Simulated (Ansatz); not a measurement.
```yaml
crystal:
  periodic: [false, false, false]
  atoms:
    - {symbol: O, position_ang: [-1.312232, -1.337274, -0.178520]}
    - {symbol: Zn, position_ang: [-0.241246, 0.074921, -0.129238]}
    - {symbol: S, position_ang: [1.030551, 1.805686, -0.209582]}
    - {symbol: H, position_ang: [-1.581916, -1.684623, 0.673305]}
    - {symbol: H, position_ang: [2.154643, 1.067689, -0.197365]}
basis:
  gaussian: {orbitals: def2-SVP}
total_charge: 1
magnetization: {spin_polarized: false, initial_magnetization: 1}
hamiltonian: {xc: {name: B97}, pseudopotentials: {relativity: none}}
output: {forces: true}
```

```sh
$ ansatz run in.yaml --threads 2 --pin off --events-out ev --progress --plain --max-ram 22528MiB --backend cpu
```

Output, abridged:

```
Functional definition: B97
691 factors; integrals over basis functions are off by at most 8.9e-4 eV
mean field evaluation 1: about -61293.9915 eV, gradient 9.1e1 eV
mean field evaluation 2: about -61294.0916 eV, gradient 9.1e1 eV
mean field evaluation 4: about -61304.9465 eV, gradient 3.7e1 eV
mean field evaluation 8: about -61308.7253 eV, gradient 1.6e1 eV
mean field evaluation 16: about -61309.6109 eV, gradient 6.6e-1 eV
mean field evaluation 32: about -61309.6762 eV, gradient 3.2e-4 eV
mean field -61309.67624825 eV, -2253.0890449321 hartree, gradient 2.9e-5 eV, S^2 0.750000; 5 other end points of the search recorded, 0 dependent functions left out
reference -61309.67627944 eV, -2253.0890460784 hartree; 28, 27 occupied and 45, 46 virtual orbitals, 691 factors
Total energy: -61309.67627944 eV, -2253.0890460784 hartree
Atom 0 at    -1.312232    -1.337274    -0.178520 Å, force     0.344653    -0.142173    -0.337101 eV/Å
Atom 1 at    -0.241246     0.074921    -0.129238 Å, force    -0.763354    -0.693547    -0.165485 eV/Å
Atom 2 at     1.030551     1.805686    -0.209582 Å, force     0.456966     1.379149     0.145287 eV/Å
Atom 3 at    -1.581916    -1.684623     0.673305 Å, force    -0.598492    -0.350367     0.528303 eV/Å
Atom 4 at     2.154643     1.067689    -0.197365 Å, force     0.560227    -0.193063    -0.171004 eV/Å
Dipole moment:     0.431113     0.184790     0.287985 e Å
```

Run time 14 s (2 threads of an AMD EPYC 7R13 on a shared host); peak host memory 0.27 GiB.
